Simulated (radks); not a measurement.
The numbers below are computed, except where a source is named.
Initial-state core-level shifts of the gadolinium ion Gd3+ when its valence configuration changes from [Xe] 4f7. Level of theory: scalar-relativistic Kohn-Sham, r2SCAN, spin-unpolarised, spherical densities, finite nucleus; meta-GGA in the generalised Kohn-Sham scheme; Fermi nuclear charge, rms radius 5.1569 fm (a radial shooting solver on a logarithmic mesh with Libxc functionals). Shifts are changes of the shell-averaged eigenvalues in eV (positive: less bound); the change of the density at the nucleus, which sets a Mossbauer isomer shift, is in e/bohr^3, on a base of 6.579e+05.

valence,1s,2s,3s,5s,density at nucleus
4f5 6s2,-23.838,-25.602,-27.801,-14.569,+217.53
4f6 6s1,-11.357,-12.165,-13.182,-7.212,+98.43
4f6 6p1,-12.510,-13.309,-14.324,-8.326,+42.55
4f5 6p2,-26.089,-27.840,-30.041,-16.709,+91.50
4f6.5 6s0.5,-5.539,-5.925,-6.413,-3.584,+47.21
4f6 5d1,-7.941,-8.613,-9.712,-4.012,+32.92
4f6.5 6p0.5,-6.123,-6.504,-6.989,-4.158,+20.51
4f3 6s2 6p2,-54.040,-58.133,-63.117,-31.643,+360.40
